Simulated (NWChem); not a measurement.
Molecule: CH5ClFNSi; SMILES NC[Si@H](F)Cl

```xyz
10

N     -0.4523     2.6231    -0.0233
C     -0.9174     1.2516    -0.3166
Si     0.2242    -0.0766     0.3710
F      1.6885     0.1326    -0.2777
Cl    -0.4228    -1.9896    -0.1021
H     -0.3902     2.7774     0.9817
H      0.4811     2.7712    -0.4030
H     -1.0152     1.1407    -1.4035
H     -1.9307     1.1302     0.0862
H      0.3784     0.0099     1.8425
```
Atoms are numbered in this order, from 1.

Results from NWChem. Pople sets run with spherical d functions. Medium grid unless said otherwise, to which SCAN and Minnesota functionals are sensitive. Structure relaxed at the B3LYP/6-31G* (spherical d) level. Total energies of different functionals are on different scales.

| level | energy (Ha) | highest occupied level (eV) | orbital gap (eV) | dipole (D) |
|---|---|---|---|---|
| B3LYP/6-31G* | -945.4948 | -6.59 | 7.03 | 1.77 |
| PBE/6-31G* | -944.8999 | -5.39 | 5.16 | 1.82 |
| M05-2X/6-31G* | -945.4181 | -8.32 | 9.90 | 1.82 |
| MPW1K/6-31G* | -945.4403 | -8.00 | 9.25 | 1.81 |
| PBE0/6-31G* | -944.9832 | -6.88 | 7.51 | 1.80 |
| r2SCAN0/6-31G* | -945.2814 | -7.11 | 7.97 | 1.81 |
| OLYP/6-31G* | -945.4079 | -5.28 | 5.27 | 1.82 |
